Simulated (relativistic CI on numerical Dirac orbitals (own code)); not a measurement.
Method of calculation: Dirac-Coulomb-Breit CI, separate exchange-only KLI orbitals for each configuration, QED by a radiative potential, valence Slater integrals scaled by 0.85, P86 correlation energy added to each configuration (own radial code, finite nucleus).

Configurations in the expansion (outside the closed core [Ar] 3d10 4s2): 4p⁶, 4p⁵5s, 4p⁵5p, 4p⁵4d, 4p⁵6s, 4p⁵6p, 4p⁵5d, 4p⁵7s, 4p⁵4f, 4p⁵7p, 4p⁵6d, 4p⁵5f, 4p⁵5g, 4p⁵7d. Double excitations out of closed p, d and f shells are left out; levels of such configurations are missing from the list, as are those of other unlisted configurations, and high levels can miss mixing partners.

Correlation outside the listed configurations is missing or only estimated: errors of thousands of cm⁻¹ between configurations and terms are usual at this charge. Rates and lifetimes follow the computed energies and can be off by large factors. The fine structure of a lone outer electron comes out too small, for d and f at times inverted, and misplaced configurations move strength between like terms. 16 of the 18 excited levels that our extract of the measured tables holds in this range could be paired (the sources list more); they are missed by 470 cm⁻¹ on average and 785 at most, and levels without a partner can miss by more.

Outline of the computed level scheme of Kr I. Lowest level of each configuration: 4p⁶ ¹S0 at 0.0000 eV; 4p⁵5s ³P°2 at 9.9991 eV; 4p⁵5p ³S1 at 11.2721 eV; 4p⁵4d ³P°0 at 12.0681 eV; 4p⁵6s ³P°2 at 12.3439 eV; 4p⁵6p ³S1 at 12.7579 eV; 4p⁵5d ³P°0 at 12.9464 eV; 4p⁵7s ³P°2 at 13.1161 eV.

Some strong electric-dipole decays among the lowest 45 levels: 4p⁵6s ¹P°1 → 4p⁶ ¹S0 (3.7e+08 s⁻¹); 4p⁵5s ³P°1 → 4p⁶ ¹S0 (3.4e+08 s⁻¹); 4p⁵5s ¹P°1 → 4p⁶ ¹S0 (3.3e+08 s⁻¹); 4p⁵4d ¹P°1 → 4p⁶ ¹S0 (1.8e+08 s⁻¹); 4p⁵6s ³P°1 → 4p⁶ ¹S0 (9.3e+07 s⁻¹); 4p⁵5p ¹S0 → 4p⁵5s ¹P°1 (4.0e+07 s⁻¹); 4p⁵5p ³P0 → 4p⁵5s ³P°1 (3.8e+07 s⁻¹); 4p⁵5p ³D3 → 4p⁵5s ³P°2 (3.4e+07 s⁻¹).

Rates of lines that live on the mixing of spin multiplicities can be off by large factors.

LS names give the leading component of a level, which can be under half, so a name can repeat, a term be missing and a line seem to break the LS rules.
